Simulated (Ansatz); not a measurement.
An input meant for the cluster ReO₃ (charge 0, doublet; atoms displaced at random, 0.03 Å in each coordinate).

```yaml
crystal:
  periodic: [false, false, false]
  atoms:
    - {symbol: Re, position_ang: [-0.336811, 0.130955, 0.237704]}
    - {symbol: O, position_ang: [-0.716959, -0.777871, 0.609962]}
    - {symbol: O, position_ang: [0.310968, 0.293078, -0.738811]}
    - {symbol: O, position_ang: [0.749638, 0.404729, 0.009317]}
basis:
  gaussian: {orbitals: def2-mTZVPP}
magnetization: {spin_polarized: true, initial_magnetization: 1}
hamiltonian: {xc: {name: LC-wPBE}}
scf: {lower_state_search: off}
```

```sh
$ ansatz run in.yaml --threads 4 --pin off --events-out ev --progress --plain --max-ram 3916MiB
```

Shortened log:

```
Functional definition: LC-wPBE
768 factors; their error is unknown
336 factors; integrals over basis functions are off by at most 5.0e-6 eV
mean field evaluation 1: about -8132.9346 eV, gradient 6.0e1 eV
mean field evaluation 2: about -8136.1525 eV, gradient 5.0e1 eV
mean field evaluation 4: about -8142.6610 eV, gradient 1.4e0 eV
mean field evaluation 8: about -8142.6881 eV, gradient 1.5e-1 eV
mean field evaluation 16: about -8142.6709 eV, gradient 3.1e-3 eV
mean field evaluation 32: about -8142.6709 eV, gradient 4.8e-6 eV
mean field -8142.67088470 eV, -299.2376357122 hartree, gradient 1.2e-6 eV, S^2 0.756364; 0 other end points of the search recorded, 0 dependent functions left out
reference -8142.67088471 eV, -299.2376357126 hartree; 20, 19 occupied and 88, 89 virtual orbitals, 768 factors
Total energy: -8142.67088471 eV, -299.2376357126 hartree
Checks for a lower state left out: stability, starts, cluster_reference, orbital_swaps, neighbouring_geometries, increment
```

In this input the geometry is squeezed to about two thirds of its size. The calculation finished and met its thresholds. The result belongs to that input, not to the species as meant.

In the def2 sets Re takes a core potential; there is no spin–orbit coupling. LC-ωPBE has ω = 0.4 bohr⁻¹.
